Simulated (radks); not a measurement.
The numbers below are computed, except where a source is named.
Problem. All-electron atom: Hg2+ in [Xe] 4f14 5d9.25 6s0.75 (fractional occupations, a model configuration). Code: a radial shooting solver on a logarithmic mesh with Libxc functionals. Model: scalar-relativistic Kohn-Sham, PBE, spin-unpolarised, spherical densities, point nucleus. Some entries of the table are withheld. Estimate them.

orbital,occ.,eigenvalue (eV),<r^2> (bohr^2)
1s,2,-83210.47,0.0003805
2s,2,-14765.57,0.005793
2p,6,(1),0.004898
3s,2,(2),0.03732
3p,6,-2933.795,0.03848
3d,10,-2316.920,0.03187
4s,2,-791.4455,0.1798
4p,6,-599.0282,0.2057
4d,10,-370.9271,0.2327
5s,2,-140.2417,0.9092
4f,14,-118.0608,0.2808
5p,6,-88.4467,(3)
5d,9.25,-30.8813,2.342
6s,0.75,-24.4031,6.138

Solution. 
(1) 2p eigenvalue (eV): -12733.25
(2) 3s eigenvalue (eV): -3520.835
(3) 5p <r^2> (bohr^2): 1.211
